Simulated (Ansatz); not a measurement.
BCl, SMILES `[B]Cl` (lower singlet) (charge 0, multiplicity 1). This singlet lies 2.52 eV below the relaxed triplet at the level composite: frozen-core CCSD(T) with HF/cc-pV5Z and the correlation energy extrapolated as X^-3 from cc-pVQZ and cc-pV5Z, plus CCSDT(Q) minus CCSD(T) in cc-pVTZ // B3LYP-D3(BJ)/def2-TZVP (Ansatz, a program for electronic structure).

Computed with frozen-core CCSD(T)/cc-pV5Z // B3LYP-D3(BJ)/def2-TZVP (Ansatz).

Ansatz 0.2 input:
```yaml
crystal:
  periodic: [false, false, false]
  atoms:
    - { symbol: B, position_ang: [0.860742, -0.000004, -0.000003] }
    - { symbol: Cl, position_ang: [-0.860742, 0.000004, 0.000003] }
basis:
  gaussian: { orbitals: cc-pV5Z }
correlation:
  method: ccsd_t
```

Output:

```
Functional definition: HF
1187 factors; integrals over basis functions are off by at most 6.4e-4 eV
mean field evaluation 1: about -13174.2538 eV, gradient 1.0e1 eV
mean field evaluation 2: about -13174.2542 eV, gradient 1.0e1 eV
mean field evaluation 4: about -13174.7034 eV, gradient 1.6e0 eV
mean field evaluation 8: about -13174.7238 eV, gradient 1.7e-4 eV
mean field evaluation 16: about -13174.7216 eV, gradient 4.8e-1 eV
mean field -13174.72380301 eV, -484.1621696119 hartree, gradient 2.7e-6 eV, S^2 0.000000; 0 other end points of the search recorded, 0 dependent functions left out; unrestricted orbitals would lower it
6 core orbitals not correlated
reference -13174.72380301 eV, -484.1621696119 hartree; 5, 5 occupied and 175, 175 virtual orbitals, 1187 factors
second order -7.97616015 eV of doubles, -0.00000000 eV of singles
cycle   1  -8.30018541 eV  change   -3.2e-1 eV  update   7.6e-2
cycle   2  -8.55983680 eV  change   -2.6e-1 eV  update   3.2e-2
cycle   3  -8.64458197 eV  change   -8.5e-2 eV  update   1.8e-2
cycle   4  -8.63346125 eV  change    1.1e-2 eV  update   4.6e-3
cycle   5  -8.63420869 eV  change   -7.5e-4 eV  update   1.4e-3
cycle   6  -8.63472892 eV  change   -5.2e-4 eV  update   4.4e-4
cycle   7  -8.63457893 eV  change    1.5e-4 eV  update   1.0e-4
cycle   8  -8.63462975 eV  change   -5.1e-5 eV  update   3.4e-5
cycle   9  -8.63463924 eV  change   -9.5e-6 eV  update   8.5e-6
perturbative correction -0.44484721 eV, -0.0163478336 hartree
Total energy: -13183.80328946 eV, -484.4958345848 hartree
```
